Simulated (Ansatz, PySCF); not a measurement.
C₄H₁₂OSi, SMILES C([SiH2]C)OCC.

Geometry: B3LYP-D3(BJ)/def2-SVP. Other conformers were not sampled.

Vertical ionisation energy (IE) and electron affinity (EA) in eV. Rows of orbital energies are one-electron estimates. Where ΔSCF, EOM or ADC give a negative EA the extra electron is unbound and the value depends on the basis.

```csv
level,IE,EA
"−ε(HOMO), −ε(LUMO), CAM-B3LYP/def2-TZVP (PySCF)",8.27,-1.57
"−ε(HOMO), −ε(LUMO), PBE/def2-TZVP (PySCF)",5.41,0.10
"ΔSCF, CAM-B3LYP/def2-SVPD (Ansatz), final states of multiplicity 2 and 2",9.04,-1.75
"ΔSCF, PBE/def2-SVPD (Ansatz), final states of multiplicity 2 and 2",8.58,-1.42
```

Task: What vertical singlet–triplet gap does ΔSCF give with CAM-B3LYP/def2-SVPD (Ansatz, an electronic-structure program) and with PBE/def2-SVPD (Ansatz)? (An estimate is asked for; the answer gives what the named calculation found.)

Result: 6.44 and 5.64 eV (triplet above singlet where positive).
